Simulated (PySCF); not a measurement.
GeHBr, SMILES [GeH][Br] (connectivity only; charge and spin as stated), neutral, multiplicity 1.

The structure is a stationary point at PBE0-D3(BJ)/def2-TZVP.

Computed with HF/def2-TZVPD run with PySCF.

Gas-phase values at a fixed geometry.

Computed frontier levels, gap, dipole moment and polarisability:
```json
{
  "highest_occupied_level": "-9.51 eV",
  "lowest_empty_level": "-0.15 eV",
  "orbital_gap": "9.37 eV",
  "dipole_moment": "2.05 D",
  "quadrupole, principal values (traceless, Buckingham form, about the centre of nuclear charge)": "-4.16, 0.42, 3.74 D·Å",
  "mean_static_polarisability": "56.0 bohr³ (8.30 Å³)",
  "polarisability_principal_values": "44.7, 51.2, 72.1 bohr³"
}
```
